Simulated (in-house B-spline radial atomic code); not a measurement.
The numbers below are computed, except where a source is named.
## Al in an electron gas of r_s = 2: phase shifts, screening, friction and resistivity

A nucleus sits in a uniform electron gas with a rigid positive background. The Kohn-Sham equations are solved self-consistently in the spin-unpolarised LDA (PW92), non-relativistic, on B-splines with outgoing waves at the boundary and partial waves to l = 8. The model has no lattice, no bands and no magnetic solution. Atomic units; δ_l are the phase shifts at the Fermi level, counted so that each bound state adds π, and good to about 0.0005.

The density parameter is r_s = 2 bohr, near that of the valence electrons of Si (4 per atom, density 2.33 g/cm³, mass 28.09 u, which gives r_s = 2.01).

```tsv
l	δ_l (rad)
0	6.5619
1	3.9229
2	0.3430
3	0.0410
4	0.0074
5	0.0015
6	0.0003
7	0.0001
8	0.0000
```

Bound levels below the band bottom (hartree): s -54.61, s -3.45, p -2.075, s -0.007077.

Q: Check the Friedel sum rule, and say where the screening charge sits.

A: k_F = (9π/4)^(1/3)/r_s = 0.95958. The rule is Z = (2/π) Σ (2l + 1) δ_l. The terms are s 4.177, p 7.492, d 1.092, f 0.183 and 0.056 beyond, in all 13.000 against Z = 13. Bound states hold 6 s, 6 p, 0 d electrons, so the scattering states carry 1.00 in all; where a term is smaller than its bound count, the bound level has drawn weight out of the band.

Q: Find the transport cross section and the electronic stopping of a 10 keV Al ion (mass 26.98 u).

A: σ_tr = (4π/k_F²) Σ (l + 1) sin²(δ_l − δ_(l+1)). The terms for l = 0 to 3 are 0.2320, 0.3602, 0.2654, 0.0045, all together 0.8624, so σ_tr = 13.647 × 0.8624 = 11.769 bohr². With n = 3/(4π r_s³) = 0.02984, the friction coefficient is Q = n k_F σ_tr = 0.3370. For v well below v_F = 0.960, dE/dx = Q v; with 24801 eV per u at v = 1, v = √(10000/(24801 × 26.98)) = 0.1222, so dE/dx = 0.04120 hartree/bohr = 21.2 eV/nm. The largest term couples the p and d waves.

Q: What residual resistivity would 1 atomic per cent of such centres give in a metal of this density?

A: Δρ = k_F n_i σ_tr/n in atomic units of 21.74 μΩ·cm. With one host atom per 4 electrons, n_i/n = 0.01/4, so Δρ = 0.9596 × 0.00250 × 11.769 × 21.74 = 0.61 μΩ·cm. This is an atom added to the gas, as on an interstitial site.

Q: On a substitutional site the background of one host ion, a sphere holding 4 charges, is taken out. The phase shifts for l = 0 to 4 become 6.0590, 3.1262, -0.1192, -0.0670, -0.0192. What follows?

A: The Friedel sum is now 9.00, for Z − 4 = 9. The sum in σ_tr is 0.0829, so σ_tr = 1.13 bohr² and Δρ = 0.06 μΩ·cm per atomic per cent, 0.10 times the value above. A real host ion scatters too, so this model doesn't give zero even for the host's own atom.
